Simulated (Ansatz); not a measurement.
One change: `[SiH3][N]([SiH3])[Mg][Cl]` becomes `[NH2][Mg][N]([SiH3])[SiH3]`.

Ansatz, PBE0-D4/def2-TZVP geometries, multiplicity 1. Each molecule was computed in one conformer, which needn't be the lowest.

| property | `[SiH3][N]([SiH3])[Mg][Cl]` |
| --- | --- |
| HOMO–LUMO gap (ωB97M-V/def2-TZVPP) / eV | 9.59 |
| size of the dipole moment (PBE/def2-TZVPP) / D | 0.93 |
| HOMO–LUMO gap (PBE0/def2-TZVPP) / eV | 5.89 |
| HOMO energy (ωB97M-V/def2-TZVPP) / eV | -9.87 |
| HOMO energy (PBE/def2-TZVPP) / eV | -6.35 |
| size of the dipole moment (B3LYP/def2-TZVPP) / D | 1.01 |

Problem. Give the same properties after the change, and the shifts. (Estimate.)

Solution. Ansatz gave: 
```json
{"property": "HOMO–LUMO gap (ωB97M-V/def2-TZVPP) / eV", "`[NH2][Mg][N]([SiH3])[SiH3]`": "9.04", "shift": "-0.55"}
{"property": "size of the dipole moment (PBE/def2-TZVPP) / D", "`[NH2][Mg][N]([SiH3])[SiH3]`": "1.49", "shift": "0.56"}
{"property": "HOMO–LUMO gap (PBE0/def2-TZVPP) / eV", "`[NH2][Mg][N]([SiH3])[SiH3]`": "5.26", "shift": "-0.63"}
{"property": "HOMO energy (ωB97M-V/def2-TZVPP) / eV", "`[NH2][Mg][N]([SiH3])[SiH3]`": "-8.94", "shift": "0.93"}
{"property": "HOMO energy (PBE/def2-TZVPP) / eV", "`[NH2][Mg][N]([SiH3])[SiH3]`": "-5.18", "shift": "1.17"}
{"property": "size of the dipole moment (B3LYP/def2-TZVPP) / D", "`[NH2][Mg][N]([SiH3])[SiH3]`": "1.41", "shift": "0.40"}
```

With PBE0 the HOMO rises by 1.09 eV and the LUMO rises by 0.45 eV, so the gap narrows by about 0.64 eV. PBE moves the HOMO by 1.17 eV and ωB97M-V by 0.93 eV. Dipoles are sizes alone; their direction can turn.

B3LYP here is the variant with VWN-RPA as its local correlation; programs differ in this.
